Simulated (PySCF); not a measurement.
WOF3 (doublet state).
Bonds: W1–O2, W1–F3, W1–F4, W1–F5.

Computed with PBE0-D3(BJ)/def2-SVP geometry optimisation, gas phase, def2 core potentials past Kr in PySCF 2.14.0.

Task: Give the optimised bond lengths and angles.

Result: 
```json
{"bond": "W1–O2", "length (pm)": "168.9"}
{"bond": "W1–F3, W1–F5", "length (pm)": "185.1"}
{"bond": "W1–F4", "length (pm)": "187.8"}
```

Bonds in one row agree within 1 pm and their mean is given. A selection of angles:
```json
{"angle": "O2–W1–F3", "degrees": "102.8"}
{"angle": "O2–W1–F4", "degrees": "131.2"}
{"angle": "O2–W1–F5", "degrees": "101.6"}
{"angle": "F3–W1–F4", "degrees": "97.8"}
{"angle": "F3–W1–F5", "degrees": "133.2"}
{"angle": "F4–W1–F5", "degrees": "95.2"}
```

W1 (tungsten bonded to 3 F and O) has angles from 95.2° to 133.2°. The 3 F–W bonds span 1.851 Å (W1–F3) to 1.878 Å (W1–F4), a spread of 0.027 Å.

Whether it is a minimum is left open (no frequencies). ⟨S²⟩ = 0.752 (exact for a doublet: 0.75).

Caution for open-shell metal species: one SCF solution and one stationary point were followed, and a lower state or a bent or distorted shape isn't ruled out.
